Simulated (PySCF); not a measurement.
Compound: CH7BNP.
Cartesian coordinates in Å at the PBE0-D3(BJ)/def2-SVP level; atoms count from 1:
```
atom  x, y, z in Å
C1    -1.6121    0.1937   -0.1759
N2    -0.2333    0.3098    0.2332
B3     0.8907    0.1064   -0.5592
P4     2.6796    0.4614    0.0588
H5    -2.1490    1.1537   -0.0874
H6    -1.6545   -0.1221   -1.2267
H7    -2.1563   -0.5523    0.4275
H8    -0.1167    0.5714    1.2067
H9     0.7333   -0.2091   -1.7184
H10    3.2592   -0.7607   -0.3898
H11    2.5365    0.0498    1.4195
```

The closed-shell ground state was solved at several levels (PySCF, density fitting, gas phase, non-relativistic).

```json
{"level": "PBE0/pcSseg-2", "basis functions": "249", "HOMO (eV)": "-6.93", "LUMO (eV)": "-0.08", "gap (eV)": "6.85", "dipole (D)": "2.62"}
{"level": "PBE0/cc-pVDZ", "basis functions": "95", "HOMO (eV)": "-6.78", "LUMO (eV)": "0.28", "gap (eV)": "7.06", "dipole (D)": "2.73"}
{"level": "OPBE/pcSseg-2", "basis functions": "249", "HOMO (eV)": "-5.81", "LUMO (eV)": "-0.86", "gap (eV)": "4.95", "dipole (D)": "2.67"}
{"level": "PBE0/6-31G*", "basis functions": "74", "HOMO (eV)": "-6.76", "LUMO (eV)": "0.44", "gap (eV)": "7.20", "dipole (D)": "2.86"}
{"level": "KT3/pcSseg-2", "basis functions": "249", "HOMO (eV)": "-5.88", "LUMO (eV)": "-0.94", "gap (eV)": "4.94", "dipole (D)": "2.54"}
{"level": "HF/pcSseg-2", "basis functions": "249", "HOMO (eV)": "-9.54", "LUMO (eV)": "2.53", "gap (eV)": "12.07", "dipole (D)": "2.47"}
{"level": "BP86/pcSseg-2", "basis functions": "249", "HOMO (eV)": "-5.90", "LUMO (eV)": "-1.03", "gap (eV)": "4.87", "dipole (D)": "2.66"}
{"level": "CAM-B3LYP/pcSseg-2", "basis functions": "249", "HOMO (eV)": "-8.22", "LUMO (eV)": "0.92", "gap (eV)": "9.14", "dipole (D)": "2.59"}
{"level": "PBE0/def2-TZVP", "basis functions": "172", "HOMO (eV)": "-6.92", "LUMO (eV)": "-0.01", "gap (eV)": "6.91", "dipole (D)": "2.58"}
{"level": "BHandHLYP/pcSseg-2", "basis functions": "249", "HOMO (eV)": "-7.95", "LUMO (eV)": "0.80", "gap (eV)": "8.75", "dipole (D)": "2.52"}
{"level": "LDA/pcSseg-2", "basis functions": "249", "HOMO (eV)": "-5.90", "LUMO (eV)": "-1.17", "gap (eV)": "4.73", "dipole (D)": "2.70"}
{"level": "PBE0/IGLO-III", "basis functions": "219", "HOMO (eV)": "-6.90", "LUMO (eV)": "-0.04", "gap (eV)": "6.86", "dipole (D)": "2.49"}
```

(1) What might B3LYP/pcSseg-2 (249 basis functions) give for the same quantities?

(2) Over all these levels, which gives the widest orbital gap and which the narrowest?

(3) How much does the basis alone move the frontier levels among the 5 PBE0 rows?

(4) In the pcSseg-2 basis, how does the gap go with the fixed share of exact exchange?

(5) How far do the dipole and the HOMO energy spread over the levels?

Answers

(1) HOMO -6.72 eV, LUMO -0.29 eV, gap 6.43 eV, dipole 2.58 D.

(2) HF/pcSseg-2 (Hartree–Fock, all exact exchange) has the widest, 12.07 eV, and LDA/pcSseg-2 (LDA) the narrowest, 4.73 eV. The two share the basis. From the narrowest to the widest the HOMO moves by -3.64 eV and the LUMO by +3.70 eV.

(3) The HOMO by 0.17 eV and the LUMO by 0.52 eV. By rising basis size (HOMO, LUMO in eV): 6-31G* -6.76, 0.44; cc-pVDZ -6.78, 0.28; def2-TZVP -6.92, -0.01; IGLO-III -6.90, -0.04; pcSseg-2 -6.93, -0.08.

(4) LDA (0 %) 4.73 eV; BP86 (0 %) 4.87 eV; KT3 (0 %) 4.94 eV; OPBE (0 %) 4.95 eV; B3LYP (20 %) 6.43 eV; PBE0 (25 %) 6.85 eV; BHandHLYP (50 %) 8.75 eV; HF (100 %) 12.07 eV. Each rise in the share widens the gap here.

(5) The dipole runs from 2.47 to 2.86 D (mean 2.62 D) and the HOMO from -9.54 to -5.81 eV.

One conformer stands for the species.
